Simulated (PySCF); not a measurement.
## How methods differ on the interval between two levels of Cd³⁺

Cd³⁺ [Kr] 4d9 [2D5/2, M_J = 5/2] → Cd³⁺ [Kr] 4d8 5s1 [4F9/2, M_J = 9/2], as a difference of total energies. All numbers are calculated (PySCF 2.14, the two-component X2C-1e Hamiltonian, in x2c-TZVPall-2c). Correlated levels: [Ar] 3d10 frozen; the 6 highest virtual spinors dropped. "Screened" scales the spin-orbit matrix elements by Boettger's factors to mimic the two-electron term; Breit and QED terms are absent.

```
                    method  interval between two levels (cm⁻¹)
           GHF (spin-free)                              110150
          GMP2 (spin-free)                              111770
 GHF (screened spin-orbit)                              108470
GMP2 (screened spin-orbit)                              110030
```

The labels give the starting determinants; with spin-orbit coupling the two ends relaxed to ⟨J²⟩ = 8.75, ⟨L²⟩ = 6.02, ⟨S²⟩ = 0.77 and ⟨J²⟩ = 24.76, ⟨L²⟩ = 12.08, ⟨S²⟩ = 3.74.
